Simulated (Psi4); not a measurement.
Input for Psi4:
```
memory 2 GB

molecule {
0 1
S    -0.00638160    0.25789735   -0.45583475
O    -0.01284941    1.45780980    0.37857550
C     1.37076266   -0.79819518    0.18724665
C    -1.35000243   -0.82772888    0.20862756
H     1.27987622   -0.89677085    1.26308812
H    -2.29810816   -0.35220996   -0.01997107
H     1.32489255   -1.76477228   -0.30045787
H     2.30461413   -0.30224775   -0.05614119
H    -1.29083210   -1.79316578   -0.27990241
H    -1.24010316   -0.92412504    1.28289118
}

set {
  basis pcseg-1
}

energy('b3lyp')
print_variables()
```

Question: Predict the number of basis functions from B3LYP/pcseg-1 run with Psi4.

Answer: 90

Question: Predict the nuclear repulsion energy from B3LYP/pcseg-1.

Answer: 183.5175 Eh

Question: What is the computed total energy (B3LYP/pcseg-1)?

Answer: -553.1579 Eh

Question: Predict the dipole moment from B3LYP/pcseg-1.

Answer: 3.73 D

Question: Roughly what does it cost on one core?

Answer: roughly 11 core-seconds.
